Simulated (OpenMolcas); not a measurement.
Ir2+ (d7) among equal point charges was computed by CASSCF with the d shell active (OpenMolcas, ANO-RCC-VDZP on the metal). Its lowest spin-free states, and all those of the highest spin:

```
2S+1  Degeneracy  E (cm-1)
   4           3       0.0
   2           2      4515
   4           3     11623
   2           3     14040
   2           3     15234
   2           3     19219
   4           3     22375
   2           1     24070
   4           1     24881
   2           3     25803
   2           3     27199
   2           2     28778
```

Is the site octahedral, tetrahedral or cube-like, axial, or of lower symmetry?

The states with 2S+1 = 4 have orbital degeneracies 3, 3, 3, 1. Threefold states need a cubic site. For d7 at this spin an octahedron puts the threefold T1 below the threefold T2 and a tetrahedron or cube puts the single A2 below the threefold T2, so the site is octahedral. The run had Ir2+ among 6 point charges of -1.5 e arranged as an octahedron (Oh), 1.97 Å from the ion.

An orbital triplet at a regular site is open to Jahn-Teller coupling, which can distort the site and quench the lowest spin-orbit gaps and is left out. Without dynamic correlation the repulsion within the d shell is too large (B by tens of per cent), so at a given field states of lower spin stand too high. This shell can be high or low spin here, a state of another spin lies low, and with metal d orbitals alone active their balance is uncertain, so the ground spin may be wrong. Point charges give a weaker field than real ligands, and real ions of this kind are as a rule low spin; the high spin found here belongs to the model. Point charges carry no covalency, so the field is a model and not that of real ligands. No measured value stands beside these numbers.
